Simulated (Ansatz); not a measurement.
Isolated molecules relaxed with PBE0-D4/def2-TZVP in Ansatz; ΔE leaves out vibrations. CCSD(T)/CBS adds triple-zeta CCSD(T) − MP2 to the extrapolated MP2 energy (def2 sets, frozen cores). Functionals use def2-TZVPP. Elements past krypton have def2 core potentials. For Br, Ga, I outer-core shells are correlated without core-valence functions, which leaves a few kJ/mol of doubt a bond. Scalar relativity is left out up to krypton. Each species was taken in one conformer, which may not be the lowest.

Consider the ligand exchange at the Si–C bond: `[SiH3]C(Cl)I` + `[OH][Ga]([Br])[Br]` → `[SiH3][O][Ga]([Br])[Br]` + `ClCI`.

```tsv
level	ΔE (eV)
r2SCANh-D4	-1.05
CAM-B3LYP-D4	-1.14
```

Question: What does CCSD(T)/CBS give? (Best estimate.)

Answer: Computed: -1.03 eV. The listed levels differ from it by -0.02, -0.11 eV.

Largest T1 diagnostic among the species: 0.011.

In def2-TZVPP, CCSD(T) changes the Hartree–Fock value by +0.31 eV (the triples alone add +0.05 eV) and MP2 by +0.33 eV. The D4 term adds +0.04 eV with B3LYP and +0.02 eV with PBE0; it sums over pairs of atoms, weighted by their polarisabilities, and B3LYP, whose exchange is more repulsive, gets the larger term.

B3LYP here is the variant with VWN-RPA as its local correlation; programs differ in this.
